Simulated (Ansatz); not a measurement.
(4-phenylthiophenyl)diphenylsulfonium hexafluorophosphate, `F[P-](F)(F)(F)(F)F.c1ccc(Sc2ccc([S+](c3ccccc3)c3ccccc3)cc2)cc1`. The state is a singlet with charge 0. Geometry PBE-D4/def2-SVP, basis def2-SVP, Ansatz.

```
run  HOMO (eV)  LUMO (eV)
  A      -6.87      -1.89
  B      -6.59      -1.97
  C      -7.03      -1.88
  D      -6.08      -2.61
  E      -5.82      -2.65
  F      -9.31       0.08
```

LC-ωPBE has ω = 0.4 bohr⁻¹. B3LYP takes the VWN-RPA correlation. Single mean-field runs in def2-SVP are fitted with def2-universal-jkfit.

Question: The runs used B3LYP, LC-ωPBE, PBE, PBE0, r2SCAN, r2SCAN0. Estimate which is which.

Answer: A PBE0 (25 % exact exchange); B B3LYP (20 % exact exchange); C r2SCAN0 (25 % exact exchange); D r2SCAN (0 % exact exchange); E PBE (0 % exact exchange); F LC-ωPBE (range-separated). Exact exchange lowers occupied and raises empty levels; among semilocal functionals meta-GGAs tend to open the gap a little, and such runs are hard to tell apart. The gap grows from 3.17 eV (PBE) to 9.39 eV (LC-ωPBE).
